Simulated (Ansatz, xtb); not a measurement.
C4H12Si2: 10 structures ranked

10 gas-phase structures of C4H12Si2, from a drawn sample of its isomers (lower ones may exist). Each was relaxed with GFN2-xTB; where two conformers were screened, the lower at r2SCAN-D4/def2-SVP is listed:

A. `CC1C[SiH2][SiH2]C1`, a singlet
B. `[SiH3]C[SiH2]C1CC1`, a singlet
C. `C=C(C)C[SiH2][SiH3]`, a singlet
D. `[SiH3]CC1C[SiH2]C1`, a singlet
E. `[SiH3][C@H]1C[C@@H]([SiH3])C1`, a singlet
F. `[SiH3]C[SiH]1CCC1`, a singlet
G. `C[C@H]1CC[SiH2][SiH2]1`, a singlet
H. `[SiH3][SiH]1CCCC1`, a singlet
I. `C=C[C@@H]([SiH3])C[SiH3]`, a singlet
J. `C[C@@H]1C[C@@H]([SiH3])[SiH2]1`, a singlet

Which do you expect lowest at r2SCAN-D4/def2-SVP, and how would the others follow?

Calculated order at r2SCAN-D4/def2-SVP: A (0.0), H (5.9), G (9.9), F (50.0), B (81.0), J (87.6), C (90.6), D (92.6), I (127.3), E (135.6) kJ/mol. Less than 1 kcal/mol parts H and G; J and C; C and D, so the order within those pairs means little.

Energies above the lowest of each column, in kJ/mol; the last columns are at PBE-D3(BJ)/def2-SVP geometries and were run for some of them only (a dash: not run or not comparable):

| structure | GFN2-xTB | HF/STO-3G | r2SCAN-D4/def2-SVP | PBE-D3(BJ)/def2-SVP | CCSD(T)/def2-SVP + ΔMP2/def2-TZVPP |
| --- | --- | --- | --- | --- | --- |
| A | 0.0 | 18.9 | 0.0 | 0.0 | 0.0 |
| H | 0.0 | 0.0 | 5.9 | 2.9 | 2.1 |
| G | 8.3 | 21.2 | 9.9 | 8.0 | 9.5 |
| F | 63.5 | 78.1 | 50.0 | 48.7 | 28.8 |
| B | 61.3 | 166.8 | 81.0 | 89.1 | – |
| J | 39.4 | 129.1 | 87.6 | – | – |
| C | 65.7 | 203.8 | 90.6 | – | – |
| D | 32.9 | 121.3 | 92.6 | – | – |
| I | 61.8 | 243.7 | 127.3 | – | – |
| E | 15.6 | 148.1 | 135.6 | – | – |

CCSD(T)/def2-SVP + ΔMP2/def2-TZVPP has A and H within 1 kcal/mol of each other at the bottom, and every level picks one of them. Flexible structures stand in one conformer each, not always the lowest. H keeps a small imaginary mode. Frequencies (GFN2-xTB) were run for A, F, G, H alone. The ΔMP2 step shifts differences by up to 19.9 kJ/mol, which makes them less sure. ΔMP2 is the change of the MP2 energy from the smaller to the larger basis.

Over these structures GFN2-xTB departs from r2SCAN-D4/def2-SVP by 32.1 kJ/mol on average once a common shift is removed. A GFN2-xTB relaxation took about 0.13 s and the r2SCAN-D4/def2-SVP energy about 2.4 s on a shared host (Ansatz 0.2.0, xtb 6.7.1).
